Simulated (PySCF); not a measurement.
Shapes and spin states of IrH₃

All numbers come from PySCF, PBE0, basis Ir def2-TZVP with ECP60, H def2-TZVP (scalar-relativistic core potentials, no spin–orbit coupling, density fitting).

Relaxations began from a few typed shapes and spin states; open shells are unrestricted. The search is not exhaustive: other isomers or separated fragments can lie lower, and high-lying points may rest on an excited occupation.

Task: Order these stationary points by electronic energy, lowest first, in kJ/mol from the lowest minimum.
A. triplet C2v: Ir–H 1.543 Å, Ir–H 1.635 Å (×2); H–Ir–H 107.3° (×2), H–Ir–H 145.3°
B. triplet Cs: Ir–H 1.529 Å, Ir–H 1.624 Å (×2); H–Ir–H 79.1° (×2), H–Ir–H 139.3°
C. triplet C2v: Ir–H 1.532 Å, Ir–H 1.620 Å (×2); H–Ir–H 69.6° (×2), H–Ir–H 139.1°
D. singlet D3h: Ir–H 1.552 Å (×3); H–Ir–H 120.0° (×3)
E. triplet Cs: Ir–H 1.531 Å, Ir–H 1.630 Å (×2); H–Ir–H 93.6° (×2), H–Ir–H 141.4°
F. quintet C2v: Ir–H 1.643 Å, Ir–H 1.675 Å (×2); H–Ir–H 114.1°, H–Ir–H 123.0° (×2)
G. singlet (closed shell, unstable to spin polarisation) C2v: Ir–H 1.519 Å, Ir–H 1.675 Å (×2); H–Ir–H 89.7° (×2), H–Ir–H 179.3°
H. singlet C3v: Ir–H 1.532 Å (×3); H–Ir–H 89.5° (×3)

Result: H (0.0), B (145.9), E (148.8), C (153.0), A (167.0), D (180.2), F (343.9), G (351.9).

Task: Which of them are minima?

Result: By energy in kJ/mol, 0.0: minimum; 145.9: minimum; 148.8: minimum; 153.0: saddle point, 1 imaginary mode; 167.0: saddle point, 2 imaginary modes; 180.2: saddle point, 1 imaginary mode; 343.9: minimum; 351.9: minimum of the closed-shell surface only.

Formally Ir is in oxidation state +3, d6, with 0 unpaired electrons (the high-spin count would be 4). The polar-tensor charge on Ir, 0.38, is far below the formal one.

For the lowest minimum: stability towards spin polarisation was not tested. No spin–orbit coupling is included, which matters more the heavier the element.
